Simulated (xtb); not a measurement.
C2H4BBr, SMILES C=CBBr. All values are semi-empirical tight-binding results from xtb (GFN2-xTB unless named), good for trends rather than for accurate numbers. Geometry optimised at GFN2-xTB. This is a generated structure with no PubChem entry under its InChIKey; it may be hypothetical. One conformer was computed; it need not be the lowest.

Optimised geometry:

```xyz
8

B     -0.7068    -0.8611     0.2596
H     -1.5284    -1.2387     1.0067
Br     0.0278     0.8276     0.5652
C     -0.2405    -1.7174    -0.9362
C      0.6790    -1.3441    -1.8300
H     -0.6927    -2.6954    -1.0665
H      0.9770    -1.9735    -2.6540
H      1.1726    -0.3852    -1.7684
```
Charge 0, spin multiplicity 1.

Computed properties:
```json
{
 "point_group_as_xtb_finds_it": "Cs",
 "orbital_gap": "2.93 eV",
 "zero_point_energy": "34.1 kcal/mol",
 "G − E(el) at 298.15 K (modified RRHO)": "15.8 kcal/mol",
 "static polarisability (D4 model)": "58.0 bohr³",
 "solvation energy, GFN2-xTB/ALPB(water)": "-1.5 kcal/mol",
 "solvation energy, GFN2-xTB/ALPB(methanol)": "-4.6 kcal/mol"
}
```

Computed atomic charges and the Wiberg bond orders between heavy atoms:
charges (e) B1 0.31, H2 -0.10, Br3 -0.19, C4 -0.11, C5 -0.05, H6 0.03, H7 0.05, H8 0.06. Bond orders B1–Br3 1.14, B1–C4 1.10, C4–C5 1.90.
